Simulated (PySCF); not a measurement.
# Titanium: a sound run and one with changed settings

Sound run: Ti [Ar] 3d2 4s2, Ti⁺ [Ar] 3d2 4s1. All numbers are calculated (PySCF 2.14, the spin-free X2C one-electron Hamiltonian (Gaussian nucleus), in cc-pVTZ-DK (7s6p4d2f1g, 68 functions)). In the sound run the correlated levels freeze [Ar]. The sound run starts from symmetry-adapted Hartree-Fock orbitals and uses a fine grid where one is needed.

Changed run: basis STO-3G, all-electron and non-relativistic. This setting is unsound on purpose.

```
species  method  sound run (hartree)  changed run (hartree)  converged
     Ti     UHF           -852.74751             -839.56346        yes
     Ti    TPSS           -853.73817             -840.43442        yes
     Ti     PBE           -853.48593             -840.16977        yes
     Ti     MP2           -852.78761             -839.59115        yes
    Ti⁺     UHF           -852.54329             -839.44286        yes
    Ti⁺    TPSS           -853.49703             -840.25804        yes
    Ti⁺     PBE           -853.24004             -839.98728        yes
    Ti⁺     MP2           -852.55438             -839.44286        yes
```

Ionisation energy of Ti:

```json
{"method": "UHF", "sound run (eV)": "5.557", "changed run (eV)": "3.282"}
{"method": "TPSS", "sound run (eV)": "6.562", "changed run (eV)": "4.799"}
{"method": "PBE", "sound run (eV)": "6.691", "changed run (eV)": "4.966"}
{"method": "MP2", "sound run (eV)": "6.346", "changed run (eV)": "4.035"}
{"method": "SCS-MP2", "sound run (eV)": "6.515", "changed run (eV)": "4.186"}
```

A minimal basis cannot let orbitals breathe on ionisation and holds almost no correlation. The Hamiltonian changed with the basis, so the totals do not compare.

For comparison, NIST gives 6.828 eV between the lowest levels.
